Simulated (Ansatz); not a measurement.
Input for Ansatz (a first-principles code): R-RI-MP2/aug-cc-pVQZ on H3NSe (SMILES N[SeH]) with ghost functions. Files ending in .json are basis or fitting sets from the Basis Set Exchange. The run froze 15 orbitals, filled d shells among them.

Ansatz 0.2 input:
```yaml
crystal:
  periodic: [false, false, false]
  atoms:
    - {symbol: N, position_ang: [-1.07292101, 0.40476374, 0.50212133]}
    - {symbol: Se, position_ang: [0.39155693, -0.45012421, -0.29184315]}
    - {symbol: H, position_ang: [-1.14490648, 1.36278812, 0.18172996]}
    - {symbol: H, position_ang: [-1.93319109, -0.08622279, 0.29239135]}
    - {symbol: H, position_ang: [-0.03128953, -0.39510186, -1.71329138]}
basis:
  gaussian:
    orbitals: aug-cc-pVQZ
    fitting: {mean_field: def2-universal-JKFIT, correlation: aug-cc-pVQZ-RIFIT.json}
    ghost_atoms:
      - {symbol: O, position_ang: [-0.20334475, 0.36879315, 3.33454902]}
      - {symbol: H, position_ang: [-0.57861807, 0.39414759, 2.43657248]}
      - {symbol: H, position_ang: [-0.30254400, -0.54208215, 3.62688621]}
magnetization: {spin_polarized: false}
correlation: {method: mp2, electrons: outside_noble_gas}
scf: {lower_state_search: off}
```

Output:

```
WARN ansatz: RAYON_NUM_THREADS=1 ignored (pool sized by the plan → 1); use --threads N
Functional definition: HF
these checks for a lower state are left out or cut short: stability, starts, cluster_reference, orbital_swaps, neighbouring_geometries, increment
integrals: 0.90 GiB planned
510 factors; integrals over basis functions are off by at most 5.4e0 eV
mean field: 1.34 GiB planned
mean field evaluation 1: about -66831.9260 eV, gradient 2.8e1 eV
mean field evaluation 2: about -66833.0540 eV, gradient 1.7e1 eV
mean field evaluation 4: about -66833.6723 eV, gradient 6.0e-1 eV
mean field -66833.67474276 eV, -2456.0922453047 hartree, gradient 1.0e-6 eV, S^2 0.000000; 0 other end points of the search recorded, 0 dependent functions left out
15 core orbitals not correlated
998 factors; their error is unknown
reference -66833.67474276 eV, -2456.0922453047 hartree; 7, 7 occupied and 461, 461 virtual orbitals, 998 factors
second order -11.26425393 eV of doubles, -0.00000000 eV of singles
Total energy: -66844.93899669 eV, -2456.5061990013 hartree
Checks for a lower state left out: stability, starts, cluster_reference, orbital_swaps, neighbouring_geometries, increment
```

The run converged.

Cost: very roughly 7 core-seconds.
